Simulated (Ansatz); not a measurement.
C$_{2}$H$_{6}$Cl$_{2}$Si, charge -1, doublet, geometry from GFN2-xTB (a state made from the parent by changing its charge; the spin is typed, not shown lowest) (a gas-phase anion, which may not be bound at this level); BLYP/6-31G* (Ansatz, a program for electronic structure).

The Ansatz input:
Ansatz 0.2 input:
```yaml
crystal:
  periodic: [false, false, false]
  atoms:
    - {symbol: C, position_ang: [1.42650279, -1.09765924, -0.30315678]}
    - {symbol: Si, position_ang: [0.01213736, 0.16509109, -0.03165282]}
    - {symbol: C, position_ang: [-1.56388176, -0.70217827, 0.62622317]}
    - {symbol: Cl, position_ang: [0.76305449, 0.79178801, 2.13220720]}
    - {symbol: Cl, position_ang: [-0.69452658, 0.10064806, -2.29070594]}
    - {symbol: H, position_ang: [1.11420848, -1.87858725, -0.99280464]}
    - {symbol: H, position_ang: [2.30728618, -0.62012116, -0.72403909]}
    - {symbol: H, position_ang: [1.71703127, -1.55674218, 0.63856189]}
    - {symbol: H, position_ang: [-2.37176399, 0.00847255, 0.77886613]}
    - {symbol: H, position_ang: [-1.91241609, -1.45110271, -0.08106818]}
    - {symbol: H, position_ang: [-1.36496922, -1.18558243, 1.57970349]}
basis:
  gaussian:
    orbitals: 6-31G*
hamiltonian:
  xc: blyp
total_charge: -1
magnetization: {spin_polarized: true, initial_magnetization: 1}
accuracy: high
```

Question: Write the output that Ansatz gives for this input, abridged.

Answer: 
```
Functional definition: BLYP
2231 factors; integrals over basis functions are off by at most 8.4e-9 eV
mean field evaluation 1: about -35087.1190 eV, gradient 4.0e1 eV
mean field evaluation 2: about -35075.6861 eV, gradient 5.8e1 eV
mean field evaluation 4: about -35094.7339 eV, gradient 3.1e0 eV
mean field evaluation 8: about -35094.7727 eV, gradient 3.9e-2 eV
mean field evaluation 16: about -35094.7727 eV, gradient 2.0e-5 eV
mean field -35094.77273517 eV, -1289.7091099260 hartree, gradient 2.5e-8 eV, S^2 0.751261; 0 other end points of the search recorded, 0 dependent functions left out
reference -35094.77279324 eV, -1289.7091120603 hartree; 34, 33 occupied and 65, 66 virtual orbitals, 2231 factors
Total energy: -35094.77279324 eV, -1289.7091120603 hartree
```
